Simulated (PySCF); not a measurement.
Silicon: a sound run and one with changed settings

Sound run: Si²⁺ [Ne] 3s2, Si³⁺ [Ne] 3s1. All numbers are calculated (PySCF 2.14, scalar relativity by spin-free X2C-1e, in jorge-DZP-DKH). In the sound run the correlated levels freeze [Ne]. The sound run starts from symmetry-adapted Hartree-Fock orbitals and uses a fine grid where one is needed.

Changed run: initial guess 1e, at most 50 SCF cycles.

| species | method | sound run (hartree) | changed run (hartree) | converged |
| --- | --- | --- | --- | --- |
| Si²⁺ | UHF | -288.58955 | -288.58955 | yes |
| Si²⁺ | B3LYP | -289.09840 | -289.09840 | yes |
| Si²⁺ | CCSD(T) | -288.63274 | -288.63274 | yes |
| Si³⁺ | M06-L | -287.84005 | -287.84005 | yes |

Here the plain start reaches the same solutions.
